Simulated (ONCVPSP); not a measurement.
copper: ONCV pseudisation with PBEsol, scalar-relativistic reference atom.

| Item | Value |
| --- | --- |
| Element | Cu |
| Generator | ONCVPSP 4.0.1 |
| Type | optimised norm-conserving Vanderbilt (ONCV) |
| Functional | PBEsol |
| Relativity | scalar-relativistic |
| Frozen core | [Ne] |
| Valence charge | 19 |
| Reference configuration | 3s2 3p6 3d8 (charge +3) |
| Partial waves | 3s: rc 0.85 bohr, ncon 3, nbas 6, qcut 11 1/bohr, 2 projectors, debl 0.8 Ha; 3p: rc 1.00 bohr, ncon 4, nbas 7, qcut 12 1/bohr, 2 projectors, debl 3.1 Ha; 3d: rc 0.75 bohr, ncon 4, nbas 8, qcut 12.8 1/bohr, 2 projectors, debl 2.2 Ha |
| Local potential | polynomial inside 0.75 bohr (lpopt 5, dvloc0 0 Ha) |
| Core correction | Teter function fitted to the true core (icmod 2), fcfact 0.55 |

In the s channel the program set the typed energies aside and used -5.892, 0.250 Ha. In the p channel the program set the typed energies aside and used -4.322, 0.250 Ha.

Poles of the logarithmic derivatives, all-electron (AE) and pseudo (PS). s: poles at -1.3 (AE) and -1.3 (PS) Ha. p: poles at -2.2 (AE) and -2.2 (PS) Ha. d: poles at 3.8 (AE) and 3.8 (PS) Ha. Test radii: s 0.86, p 1.01, d 0.76 bohr.

* Cutoffs needed: 399 Ha and 464 Ha (the cutoffs (Ha) at which the residual kinetic energy of the hardest occupied pseudo-wave falls to 1 and 0.1 mHa per electron)
* Ghost test: no bound ghost flagged; no localised positive-energy state flagged
* Largest excitation error: +8.7 meV (all-electron minus pseudo) for 3s2 3p6 3d10, out of 4 test configurations
* rms error of d²Exc/dni dnj: 3.02 mHa without and 1.84 mHa with the model core
